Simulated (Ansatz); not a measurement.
Geometry optimisation, Ansatz 0.2.0, RKS PBE0-D4/6-31G.

The input (input.yaml):

```yaml
crystal:
  periodic: [false, false, false]
  atoms:
    - { symbol: Si, position_ang: [0.0, 0.0, 0.0] }
    - { symbol: O, position_ang: [0.0, 0.0, 1.68] }
    - { symbol: H, position_ang: [-0.9095, -0.2814, 2.0171] }
    - { symbol: "N", position_ang: [1.7163, 0.0, -0.6061] }
    - { symbol: C, position_ang: [2.4072, -1.273, -0.8567] }
    - { symbol: H, position_ang: [1.7433, -1.947, -1.4373] }
    - { symbol: H, position_ang: [3.3364, -1.083, -1.4334] }
    - { symbol: H, position_ang: [2.6645, -1.7518, 0.1112] }
    - { symbol: C, position_ang: [2.4114, 1.273, -0.8449] }
    - { symbol: H, position_ang: [3.0382, 1.1875, -1.757] }
    - { symbol: H, position_ang: [1.6647, 2.0824, -0.9844] }
    - { symbol: H, position_ang: [3.0569, 1.5118, 0.0259] }
    - { symbol: H, position_ang: [-0.6877, 1.1914, -0.4862] }
    - { symbol: H, position_ang: [-0.6877, -1.1914, -0.4862] }
basis:
  gaussian: { orbitals: "6-31G" }
hamiltonian:
  xc: pbe0
  dispersion: d4
relax:
  f_tol: 0.02
  max_steps: 40
```

Command:

```bash
$ ansatz run input.yaml --threads 1 --pin off --max-ram 2048MiB --backend cpu --events-out ev --progress --plain --runs-dir out
```

**Question.** Where does it end, and by what steps?

**Answer.** The forces met the threshold. Limits of this set-up: no polarisation functions. After 13 steps the energy has fallen by 0.551 eV; H3 moved furthest, 0.67 Å.

| step | energy less start (eV) | largest force component (eV/Å) | accepted |
| --- | --- | --- | --- |
| 0 | 0.0000 | 2.762 | yes |
| 1 | -0.3185 | 1.239 | yes |
| 2 | -0.4172 | 0.302 | yes |
| 3 | -0.4559 | 0.132 | yes |
| 4 | -0.4699 | 0.115 | yes |
| 5 | -0.4711 | 0.368 | yes |
| 6 | -0.4828 | 0.706 | yes |
| 7 | -0.5049 | 0.391 | yes |
| 8 | -0.3702 | 2.835 | no |
| 9 | -0.5259 | 0.346 | yes |
| 10 | -0.5395 | 0.190 | yes |
| 11 | -0.5480 | 0.123 | yes |
| 12 | -0.5501 | 0.036 | yes |
| 13 | -0.5509 | 0.017 | yes |

```xyz
14
Properties=species:S:1:pos:R:3
Si -0.086 0.044 -0.198
O -0.478 0.202 1.480
H -0.277 -0.474 2.143
N 1.608 0.006 -0.657
C 2.353 -1.231 -0.818
H 1.669 -2.084 -0.861
H 2.928 -1.213 -1.756
H 3.065 -1.402 0.005
C 2.416 1.214 -0.713
H 2.994 1.246 -1.647
H 1.773 2.099 -0.681
H 3.126 1.279 0.126
H -0.691 1.287 -0.762
H -0.648 -1.253 -0.720
```

Whether the end is a true minimum wasn't checked by a vibrational analysis.

The run took 73 s on 1 thread of AMD EPYC 7R43 64-Core Processor (Zen 3) (shared host), peak memory 0.18 GiB.
